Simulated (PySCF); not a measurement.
A structure optimised at PBE-D3(BJ)/def2-SVP, used in a PySCF frequency run:

```xyz
11

C     -0.2305     3.2641     0.0000
C     -0.2895     2.0377     0.0000
C     -0.2325     0.6104     0.0000
N     -1.2935    -0.1615     0.0000
Si    -0.5718    -1.8325     0.0000
Si     1.3718    -0.5033     0.0000
H     -0.2051     4.3454     0.0000
H     -0.9581    -2.6185     1.2230
H     -0.9581    -2.6185    -1.2230
H      2.2454    -0.3756    -1.2227
H      2.2454    -0.3756     1.2227
```

**Question.** Write its SMILES, formula and point group.

**Answer.** C#CC1=N[SiH2][SiH2]1, C3H5NSi2, Cs

**Question.** What are its rotational constants (standard atomic weights)?

**Answer.** 4.7776, 1.5633, 1.2119 GHz
